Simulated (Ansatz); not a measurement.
`C[BH][AlH2]` + `O[SiH3]` → `[AlH2][BH]O[SiH3]` + CH₄ at 500 K and 1 bar (ligand exchange at a B–C bond).

Computed with Ansatz on PBE0-D4/def2-TZVP structures; ΔE is electronic, products minus reactants. CBS: MP2 limit from def2 TZ/QZ plus the TZ coupled-cluster correction, frozen cores. This one scheme is used for every species. Each species was taken in one conformer, which may not be the lowest.

```tsv
species	CCSD(T)/CBS energy (Eh)	H − E (kJ/mol)	S (J/(mol·K))
`C[BH][AlH2]`	-308.41859	199.0	364.4
`O[SiH3]`	-366.69042	127.5	292.9
`[AlH2][BH]O[SiH3]`	-634.69802	193.7	425.7
CH₄	-40.46206	135.6	206.8
```

H − E and S are ideal-gas, rigid-rotor, harmonic terms from PBE0-D4/def2-TZVP, for one conformer and one mirror image of each species. 1 Eh = 2625.50 kJ/mol, R = 8.31446 J/(mol·K).

By hand: ΔE, ΔH, ΔS and ΔG.

ΔE = (-634.69802) + (-40.46206) − (-308.41859) − (-366.69042) = -0.05107 Eh = -134.1 kJ/mol. Δ(H − E) = 193.7 + 135.6 − 199.0 − 127.5 = 2.8, so ΔH = -131.3 kJ/mol. ΔS = 425.7 + 206.8 − 364.4 − 292.9 = -24.8 J/(mol·K). ΔG = -131.3 − 500 × (-24.8)/1000 = -118.9 kJ/mol.

By hand: the equilibrium constant, and the temperature at which ΔG would vanish if ΔH and ΔS stayed fixed.

log₁₀ K = −ΔG/(RT ln 10) = 12.4. ΔG = 0 at ΔH/ΔS = 5294 K, far beyond where these terms or the molecules hold.

ΔH outweighs TΔS. A doubt of 5 kJ/mol in ΔE shifts log₁₀ K by 0.5 here. Other conformers and mirror images would add mixing entropy, several J/(mol·K) or more a flexible species. These are equilibria of isolated gas molecules and say nothing of rates. Largest T1 diagnostic: 0.013 (customary marks: 0.02 for closed shells, 0.045 for open ones).
